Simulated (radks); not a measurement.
Problem. Numerical settings for neutral chlorine, [Ne] 3s2 3p5. Method: non-relativistic Kohn-Sham, PBE, spin-unpolarised, spherical densities, point nucleus; computed with a radial shooting solver on a logarithmic mesh with Libxc functionals. The defaults (mesh step 0.008 in ln r, mesh end at 40 bohr or more with all orbitals vanishing there, Anderson mixing 0.5 over 9 steps, residual threshold near 1e-9 with the energy settled to 1e-9 hartree or 1e-11 of itself, here a cap of 83 iterations) give E = -459.9626 hartree and 3p at -8.610 eV in 14 iterations. Run on one thread of a shared host, so times are rough (Arm Neoverse N1): 0.08 s of CPU time, 0.08 s wall, 14 iterations on 2597 mesh points. One setting is changed at a time: mesh step in ln r 0.003; mesh step in ln r 0.012; mesh step in ln r 0.12; mesh end (bohr) 1; mesh end (bohr) 12; residual threshold 1e-13; residual threshold 0.1; mixing 1.5; linear mixing, mixing 1; linear mixing, mixing 0.8; mixing history 20; iteration cap 5. Which runs fail to converge, and which converge to a wrong energy?

Solution. Not converged within the cap: mesh step in ln r 0.12; linear mixing, mixing 1; iteration cap 5. Settled on a wrong energy, with an occupied level pushed above zero by the early mesh end: mesh end (bohr) 1 (+91.1 hartree). Apart from these: no run marked as converged misses the energy by more than 1 mhartree.
